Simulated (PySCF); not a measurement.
## Structure elucidation problem

Molecular formula: C7H13BN2. Simulated spectra:

1H NMR (400 MHz, computed): δ 7.70 (d, 2H), 7.19 (m, 1H), 7.18 (m, 2H), 3.46 (br, 2H), 2.09 (s, 6H).

13C{1H} NMR (computed): δ 136.8 (CH, 2C), 127.5 (CH), 120.3 (CH, 2C), 44.7 (CH3, 2C).

[PySCF: geometry: PBE0-D3(BJ)/def2-SVP; KT2/pcSseg-1 with gauge-including orbitals; one averaged value for each set of equivalent atoms; one computed conformer; isolated molecule; relativity neglected]

Chemical shifts δ = σref − σ; 1H (σref 31.18), 13C (σref 183.22) vs TMS, all at this level.

**Question.** Deduce the structure.

**Answer.** 
4 carbon signals for 7 carbons: some carbons are equivalent by symmetry or fast rotation. Carbon types of the structure: 5 × CH, 2 × CH3, leaving 2 H on heteroatoms. δC 136.8: aromatic CH next to a ring nitrogen. δC 127.5, 120.3: aromatic CH. δC 44.7: methyl carbon bonded to N; deshielded by the electronegative neighbour. δH 7.70: hydrogen on an aromatic CH next to a ring nitrogen; it sits in the deshielding region of the aromatic ring current. δH 7.19, 7.18: hydrogen on an aromatic CH; aromatic region. δH 3.46: hydrogen on a boron bonded to 2 N. δH 2.09: hydrogen on a methyl carbon bonded to N.

Structure: `CN(C)[BH2-][n+]1ccccc1`.

The shifts were computed for this structure.

Hydrogens on boron are broadened and split by 11B (spin 3/2, 80 %) and 10B (spin 3). Shifts are as computed. Against solution values, carbons near 30 ppm lie about +2 ppm off and those near 130 ppm about -5 ppm. Of 1313 compounds with measured shifts, 239 miss one by over three times the rms of a fit or turn the order of signals round; such compounds aren't used in these exercises. No couplings were computed; multiplicities are counted from neighbouring protons, with m where these are inequivalent, close in shift, in a saturated or five-membered ring or joined by F or P, and br s for small geminal =CH2 splittings.
